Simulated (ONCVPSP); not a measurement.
# What the settings do to the ONCV potential of zinc (Zn)

Base potential:

- Element: zinc (Zn)
- Generator: ONCVPSP 4.0.1
- Type: optimised norm-conserving Vanderbilt (ONCV)
- Functional: PBE
- Relativity: scalar-relativistic
- Frozen core: [Ne]
- Valence charge: 20
- Reference configuration: 3s2 3p6 3d10 4s2
- Partial waves: 3s+4s: rc 0.90 bohr, ncon 4, nbas 8, qcut 12.4 1/bohr, 2 projectors; 3p: rc 1.10 bohr, ncon 3, nbas 6, qcut 11.2 1/bohr, 3 projectors, debl 1.6 Ha; 3d: rc 0.70 bohr, ncon 4, nbas 7, qcut 14.9 1/bohr, 3 projectors, debl 1 Ha
- Local potential: polynomial inside 0.45 bohr (lpopt 5, dvloc0 0 Ha)
- Core correction: polynomial model core, fcfact 0.45

In the p channel the program set the typed energies aside and used -3.065, 0.250, 1.850 Ha.

All-electron outer shells of the reference configuration (PBE, scalar-relativistic, ld1.x):

| shell | level (eV) | outermost node (bohr) | outermost maximum (bohr) |
| --- | --- | --- | --- |
| 2p | -1004.03 | – | 0.15 |
| 3s | -129.23 | 0.28 | 0.59 |
| 3p | -83.40 | 0.25 | 0.59 |
| 3d | -10.14 | – | 0.57 |
| 4s | -5.98 | 0.85 | 2.09 |

Cutoffs, loose and tight: the cutoffs (Ha) at which the residual kinetic energy of the hardest occupied pseudo-wave falls to 1 and 0.1 mHa per electron. They do not see the model core or the augmentation charge, which bear on the density cutoff. Test errors are all-electron minus pseudo excitation energies from the reference, over the configurations 3s2 3p6 3d10 4s1; 3s2 3p6 3d10 4s0; 3s2 3p6 3d9 4s0; 3s2 3p5 3d10 4s2. A dash means not determined; rows that change the core or the reference have their own tests.

2 further variants are left out, since the program set their typed debl aside.

A true bound ghost makes a file unfit for plane-wave use even where its test errors are small: the radial tests pick states by their node count and pass the ghost by.

```tsv
change	outcome	cutoff, loose	cutoff, tight	bound ghosts	GHOST(+) flags above zero	largest test error (meV)
base	generated, projector energies reset by the program	319 Ha	376 Ha	d	s, d	+7.3
d: debl 0.4	generated, projector energies reset by the program	319 Ha	376 Ha	d	s, d	+6.8
d: debl 0.55	generated, projector energies reset by the program	319 Ha	376 Ha	d	s, d	+7.0
d: debl 0.95	generated, projector energies reset by the program	319 Ha	376 Ha	d	s, d	+7.3
d: debl 1.3	generated, projector energies reset by the program	319 Ha	376 Ha	d	s, d	+7.4
d: debl 1.95	generated, projector energies reset by the program	319 Ha	376 Ha	d	s, d	+7.4
d: debl 3.25	generated, projector energies reset by the program	319 Ha	376 Ha	d	s, d	+9.1
d: debl 4.9	generated, projector energies reset by the program	319 Ha	376 Ha	d	s	+8.1
```

Reading the sweep of the debl of the d channel (base included, trends over the rows without a ghost): Bound ghosts are found at 0.4, 0.55, 0.95, 1, 1.3, 1.95, 3.25, 4.9 Ha. Every judged row has one, so this setting neither creates nor removes them.
